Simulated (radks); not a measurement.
These are the eigenvalues of the occupied orbitals of an atom or ion with whole-number occupations (eV). All-electron calculation, Dirac Kohn-Sham, B86b exchange with PBE correlation, spin-unpolarised, spherical densities, finite nucleus; Fermi nuclear charge, rms radius of each element as measured or else 0.836 A^(1/3) + 0.57 fm. Program: a radial shooting solver on a logarithmic mesh with Libxc functionals.

| orbital | eigenvalue |
|---|---|
| 1s1/2 | -67287.96 |
| 2s1/2 | -11576.73 |
| 2p1/2 | -11067.05 |
| 2p3/2 | -9796.695 |
| 3s1/2 | -2673.422 |
| 3p1/2 | -2446.422 |
| 3p3/2 | -2172.931 |
| 3d3/2 | -1788.944 |
| 3d5/2 | -1729.375 |
| 4s1/2 | -567.2786 |
| 4p1/2 | -473.6026 |
| 4p3/2 | -410.6542 |
| 4d3/2 | -256.5754 |
| 4d5/2 | -245.0114 |
| 5s1/2 | -100.5770 |
| 5p1/2 | -73.3098 |
| 5p3/2 | -64.4040 |
| 4f5/2 | -53.6216 |
| 4f7/2 | -51.6363 |
| 5d3/2 | -29.4686 |

Which element is it, and in what charge state? The configuration may be excited. Open shells, if any, fill j = l - 1/2 first.

Answer. Z = 73, tantalum, charge +3: Ta3+ in [Xe] 4f14 5d2. The list shows which subshells hold electrons but not how many an open one holds; the 1s level, -2472.8 hartree, gives Z - s = 70.3 by -(Z - s)^2/2, which with screening and relativity narrows Z to a few neighbours, and the depths of the outer levels then fix element, charge and occupations together.
